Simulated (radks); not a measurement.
Results of a calculation; reference values are marked as such.
Excited configurations of the lithium ion Li+: one electron is placed in a higher orbital outside 1s1. The ground configuration is [He]. Level of theory: scalar-relativistic Kohn-Sham, r2SCAN, spin-polarised, spherical densities, finite nucleus; open shells are filled with parallel spins first; meta-GGA in the generalised Kohn-Sham scheme; Fermi nuclear charge, rms radius 2.444 fm (a radial shooting solver on a logarithmic mesh with Libxc functionals). Excitation = E - E(ground); binding = E(ion) - E, where the ion is the core of charge +2; n* = 2/sqrt(2 binding) in atomic units, and the quantum defect is n - n*.

outer orbital  excitation (eV)  binding (eV)  eigenvalue (eV)  <r> (bohr)
2s                      59.088        16.606          -13.327       2.477
3d                      69.855         5.840           -4.234       5.396
4s                      71.865         3.830           -3.124       10.72
5d                      73.467         2.228           -1.775       17.17

The Delta-SCF ionisation energy is 75.695 eV (NIST Atomic Spectra Database: 75.640 eV, theoretical). Self-interaction in the functional shifts the binding energies and quantum defects, so they are the method's values and not measured ones.
